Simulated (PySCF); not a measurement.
In(H)2(Me)(NH3), CH₈InN, singlet (PBE0/def2-SVP optimised geometry):

```
11

In     0.177     0.582     0.000
H     -0.659     2.119     0.000
H      1.927     0.582     0.000
C     -0.878    -1.194     0.703
H     -0.882    -1.214     1.804
H     -0.390    -2.119     0.357
H     -1.927    -1.202     0.367
N     -0.060     0.183    -2.369
H      0.372    -0.697    -2.648
H      0.384     0.925    -2.908
H     -1.040     0.146    -2.649
```

Method: PySCF with PBE0/def2-TZVP, def2 effective core potentials past Kr.

Problem. What are the frontier orbital energies and the dipole moment?

Solution. HOMO-2 -9.04 eV, HOMO-1 -7.10 eV, HOMO -6.81 eV, LUMO -0.40 eV, LUMO+1 0.62 eV; dipole moment 4.62 D.

On the same geometry PBE/def2-TZVP, def2 effective core potentials past Kr run with PySCF gives HOMO-2 -7.65 eV, HOMO-1 -5.91 eV, HOMO -5.66 eV, LUMO -1.15 eV, LUMO+1 -0.06 eV; dipole moment 4.62 D.
